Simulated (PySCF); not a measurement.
Compound: GaCl2F.
Structure used (PBE0-D3(BJ)/def2-SVP), in Å, numbered top down from 1:
```xyz
4
Cl2FGa angstrom
Ga    -0.0364   -0.0587    0.0008
Cl     2.0753   -0.1410    0.0208
Cl    -1.1237    1.7548   -0.0250
F     -0.9152   -1.5551    0.0035
```

Computed with PySCF 2.14.0, PBE0-D3(BJ)/def2-SVP geometry optimisation, gas phase.

Which atoms are bound to Ga1, and at what distances?

3 atoms: F4 1.735 Å, Cl2 2.113 Å, Cl3 2.115 Å.

List the angles at Ga1.

| angle | degrees | distance of the outer atoms (Å) |
| --- | --- | --- |
| Cl2–Ga1–Cl3 | 123.2 | 3.72 |
| Cl3–Ga1–F4 | 118.6 | 3.32 |
| Cl2–Ga1–F4 | 118.2 | 3.31 |

What is the shape at Ga1?

Planar: angles 123.2°, 118.6° and 118.2°, sum 360.0°, 0.00 Å off the plane of its three neighbours.

What are the rotational constants (commonest isotopes, rigid rotor)?

A = 4243, B = 2090, C = 1400 MHz: an asymmetric top.

Point group: C2v (tolerance 0.08 Å). Charge 0, singlet. No PBE0-D3(BJ)/def2-SVP frequencies stand behind this structure, so it isn't proved a minimum.
